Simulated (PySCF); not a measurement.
Correlation energy of I⁺ (iodine, charge +1)

[Kr] 4d10 5s2 5p4, high-spin 3P determinant. All numbers are calculated (PySCF 2.14, scalar relativity through the core potential, in def2-SVP with the def2 core potential (28 electrons) (4s4p2d, 26 functions)). Frozen: 4s2 4p6 4d10; 6 electrons correlated.

MP2 pair energies summed by pair of shells (mhartree):

```csv
pair,energy,share (%)
5p-5p,-29.81,48.9
5s-5p,-26.59,43.6
5s-5s,-4.55,7.5
```

Total MP2 correlation energy: -60.96 mhartree.

Same-spin part -15.25 and opposite-spin part -45.71 mhartree; SCS-MP2 scales them by 1/3 and 6/5 to -59.93 mhartree.

```json
{"level": "CCSD", "correlation energy (mhartree)": "-74.52"}
{"level": "(T)", "correlation energy (mhartree)": "-0.71"}
{"level": "CCSD(T)", "correlation energy (mhartree)": "-75.23"}
```

Diagnostics: T1 = 0.0063, D1 = 0.0204, largest double amplitude 0.055.

Problem. Is a single reference adequate?

Solution. Yes, within this model without spin-orbit coupling: T1 lies below 0.03 and no double amplitude reaches 0.07.
